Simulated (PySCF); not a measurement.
EPR parameters of C5H11Si2

Compound: C5H11Si2 (doublet state).
SMILES with atom numbers: `[CH2:1]=[C:2]([CH3:3])/[C:4]([SiH3:5])=[C:6]/[SiH3:7]` (hydrogens: H8, H9 on C1; H10, H11, H12 on C3; H13, H14, H15 on Si5; H16, H17, H18 on Si7)

Geometry (GFN2-xTB, Å), atoms numbered from 1 in this order:
```xyz
18
C5H11Si2 angstrom
C     -2.1534    0.3671    0.8723
C     -1.3232    0.2717   -0.1613
C     -1.8033    0.4442   -1.5730
C      0.1097   -0.0197   -0.0202
Si     0.8656   -0.0790    1.7532
C      0.8952   -0.2358   -1.0329
Si     2.4489   -0.6073   -1.9142
H     -3.2009    0.5746    0.7290
H     -1.8323    0.2365    1.8913
H     -1.6383   -0.4747   -2.1339
H     -2.8611    0.6928   -1.5987
H     -1.2380    1.2334   -2.0661
H      2.3105   -0.2415    1.6170
H      0.5578    1.1797    2.4357
H      0.2883   -1.2173    2.4727
H      2.2146   -1.8279   -2.6947
H      2.7213    0.5355   -2.7935
H      3.6301   -0.8260   -1.0590
```

The hyperfine couplings belong to this conformer and change with its torsions.

The calculation used UKS B3LYP, pcH-1 on C H Si, non-relativistic, mean-field spin-orbit, GIAO in PySCF 2.14.0. One conformer (not necessarily the lowest) at the GFN2-xTB geometry, without solvent, vibrations or thermal averaging. Couplings are sensitive to structure, and on GFN2-xTB geometries they can be far from those on DFT ones. The SCF solution wasn't tested for stability.

```
g1, g2, g3        : 2.00173, 2.00198, 2.00262
g_iso             : 2.00211
Form of g         : rhombic: the two nearest values differ by 29 % of g3 − g1
⟨S²⟩              : 0.7594 (exact 0.7500)
α and β electrons : 35, 34
Total energy      : -776.07201 Eh
```

Hyperfine couplings atom by atom, in mT; T1 to T3 are the principal values of the dipolar part (MHz turned into mT with g_iso):

```tsv
atom	isotope	a_iso	of which spin–orbit	T1	T2	T3	Mulliken spin population
C1	13C	-0.20	0.00	-0.25	0.09	0.16	-0.04
C2	13C	2.91	0.00	-0.25	-0.08	0.33	0.07
C3	13C	-0.02	0.00	-0.06	0.01	0.05	0.00
C4	13C	-1.54	0.00	-0.53	0.10	0.43	-0.14
Si5	29Si	-4.61	0.01	-0.90	0.43	0.47	0.09
C6	13C	4.11	-0.01	-2.70	-2.07	4.76	0.95
Si7	29Si	0.29	0.00	-0.19	-0.01	0.20	-0.02
H8	1H	0.20	0.00	-0.04	-0.03	0.07	0.00
H9	1H	0.10	0.00	-0.08	-0.06	0.14	0.00
H10	1H	0.16	0.00	-0.16	-0.09	0.26	0.00
H11	1H	0.00	0.00	-0.07	-0.05	0.12	0.00
H12	1H	0.10	0.00	-0.15	-0.10	0.24	0.00
H13	1H	-0.10	0.00	-0.12	-0.05	0.17	0.00
H14	1H	0.59	0.00	-0.08	-0.03	0.11	0.01
H15	1H	0.41	0.00	-0.08	-0.03	0.11	0.01
H16	1H	0.46	0.00	-0.14	-0.09	0.23	0.01
H17	1H	0.43	0.00	-0.14	-0.09	0.23	0.00
H18	1H	3.73	0.00	-0.12	-0.04	0.17	0.06
```

The Mulliken spin populations are largest on C6 (+0.95), C4 (-0.14), Si5 (+0.09) and C2 (+0.07). C6 is the only atom above +0.15. The positive populations add up to 1.21 and the negative ones to -0.21, together 2S = 1.

Axes: g1 points within 2° of the C4–C6 bond.

Under fast tumbling the dipolar parts average out, and these isotropic splittings remain: 3 × 1H (H16/H17/H18, I = 1/2, 4 lines) with 1.54 mT, 3 × 1H (H13/H14/H15, I = 1/2, 4 lines) with 0.30 mT, 1 × 1H (H8, I = 1/2, 2 lines) with 0.20 mT, 1 × 1H (H9, I = 1/2, 2 lines) with 0.10 mT and 3 × 1H (H10/H11/H12, I = 1/2, 4 lines) with 0.09 mT.

Class means assume fast exchange of nuclei equivalent by connectivity; if that motion is slow, each nucleus keeps its own coupling. The three 1H nuclei of mean +43.1 MHz run from 12.0 to 104.4 MHz in the frozen geometry. The three 1H nuclei of mean +8.3 MHz run from -2.9 to 16.5 MHz in the frozen geometry.

The 13C coupling of C6 (115.3 MHz) shows only in satellite lines or after enrichment, since that isotope makes up about 1.07 % of natural carbon.

The 29Si coupling of Si5 (-129.2 MHz) shows only in satellite lines or after enrichment, since that isotope makes up about 4.7 % of natural silicon.

Time: 2.1 min (with the writing of density and orbital grids); peak memory 1.1 GiB. Hardware: an Arm Neoverse V2 with one thread, no GPU, on a shared host.
